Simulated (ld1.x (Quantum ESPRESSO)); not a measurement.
Hf (Z = 72): variants of one TM semilocal potential

Base potential:

hafnium, norm-conserving Troullier–Martins (semilocal form), made with ld1.x (Quantum ESPRESSO) 7.5 (revPBE, scalar-relativistic). Core [Xe], reference 4f13 5d3 6s2 6p0. Waves: 6s (bound): rc 2.20 bohr; 6p (bound, empty): rc 3.15 bohr; 4f (bound): rc 1.10 bohr; 5d (bound): rc 2.60 bohr. Local part: the d channel. Core correction: Bessel-smoothed model core, default radius (core density twice the valence density).

Cutoffs, loose and tight: the cutoffs (Ry, on a coarse ladder) from which the occupation-weighted sum of valence levels, in a spherical-Bessel basis at the reference potential, stays within 10 and 1 mRy of its value at 400 Ry. They do not see the model core or the augmentation charge, which bear on the density cutoff. Test errors are all-electron minus pseudo excitation energies from the reference, over the configurations 4f14 5d2 6s2 6p0; 4f14 5d2 6s1 6p0; 4f14 5d2 6s0 6p0; 4f14 5d2.5 6s1.5 6p0; 4f13 5d3 6s1 6p0; 4f14 5d1 6s2 6p0; 4f14 5d2 6s0 6p1. A dash means not determined; rows that change the core or the reference have their own tests.

Cutoffs are not given where the Bessel-basis levels miss the radial ones by over 6 mRy, ghosts where they miss by over 20 mRy; a channel whose overlap is not positive is not tested.

A semilocal file is local in each channel, so a ghost entry of none says nothing of the separable form that plane-wave codes build from it.

```csv
change,outcome,bound ghosts,largest test error (meV)
base,generated,none,-1159
wave 5d (bound): rc 2.60 bohr becomes 5d (bound): rc 1.78 bohr,generated,none,-1129
wave 5d (bound): rc 2.60 bohr becomes 5d (bound): rc 2.10 bohr,generated,none,-1124
wave 5d (bound): rc 2.60 bohr becomes 5d (bound): rc 2.38 bohr,generated,none,-1138
wave 5d (bound): rc 2.60 bohr becomes 5d (bound): rc 2.56 bohr,generated,none,-1159
wave 5d (bound): rc 2.60 bohr becomes 5d (bound): rc 3.00 bohr,generated,none,-1241
wave 5d (bound): rc 2.60 bohr becomes 5d (bound): rc 3.28 bohr,generated,none,-1329
wave 5d (bound): rc 2.60 bohr becomes 5d (bound): rc 3.58 bohr,generated,none,-1410
wave 5d (bound): rc 2.60 bohr becomes 5d (bound): rc 3.90 bohr,generated,none,-1542
```

Reading the sweep of the d radius (base included, trends over the rows without a ghost): The median size of the test errors (rows with all tests solved) rises from 963.7 meV at 1.78 to 1462.1 meV at 3.9 bohr. More of the atom is replaced by a form fitted at one configuration, so other configurations suffer as the radius grows.
